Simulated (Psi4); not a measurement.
H₂N, doublet, at a GFN2-xTB geometry. Base run: BLYP/6-31G** (Psi4).

Geometry (Å):
```xyz
3

N      0.0067     0.1247     0.0343
H     -0.8521    -0.3908    -0.1243
H      0.8053    -0.4822    -0.1158
```
Charge 0, spin multiplicity 2.
Orbitals are unrestricted.
All else is at Psi4's defaults (density fitting, Cartesian functions).
Base energy -55.85320 Eh.

Variants of this job, named by their change:

```json
[
 {"change": "base", "ΔE vs base (mEh)": "0.000", "SCF cycles": "8", "grid points": "65693", "basis functions": "25"},
 {"change": "damping_percentage = 20", "ΔE vs base (mEh)": "0.001", "SCF cycles": "18", "grid points": "65693", "basis functions": "25"},
 {"change": "soscf = true", "ΔE vs base (mEh)": "0.000", "SCF cycles": "6", "grid points": "65693", "basis functions": "25"},
 {"change": "scf_type = dfdirj+link", "ΔE vs base (mEh)": "0.000", "SCF cycles": "8", "grid points": "65693", "basis functions": "25"},
 {"change": "damping_percentage = 50", "ΔE vs base (mEh)": "0.003", "SCF cycles": "35", "grid points": "65693", "basis functions": "25"},
 {"change": "basis_guess = sto-3g", "ΔE vs base (mEh)": "0.000", "SCF cycles": "7", "grid points": "65693", "basis functions": "25"},
 {"change": "guess = sap", "ΔE vs base (mEh)": "0.000", "SCF cycles": "8", "grid points": "65693", "basis functions": "25"},
 {"change": "e_convergence = 1e-4", "ΔE vs base (mEh)": "0.000", "SCF cycles": "8", "grid points": "65693", "basis functions": "25"},
 {"change": "dft_spherical_points = 110", "ΔE vs base (mEh)": "0.000", "SCF cycles": "8", "grid points": "23951", "basis functions": "25"},
 {"change": "scf_type = mem_df", "ΔE vs base (mEh)": "0.000", "SCF cycles": "8", "grid points": "65693", "basis functions": "25"},
 {"change": "dft_spherical_points = 434", "ΔE vs base (mEh)": "0.000", "SCF cycles": "8", "grid points": "94431", "basis functions": "25"},
 {"change": "dft_nuclear_scheme = stratmann", "ΔE vs base (mEh)": "0.001", "SCF cycles": "8", "grid points": "62125", "basis functions": "25"},
 {"change": "df_basis_scf = cc-pvtz-jkfit", "ΔE vs base (mEh)": "0.005", "SCF cycles": "8", "grid points": "65693", "basis functions": "25"}
]
```

Open shells are given as the SCF converged; they aren't shown to be the lowest states, and a large step between rows can be another state.
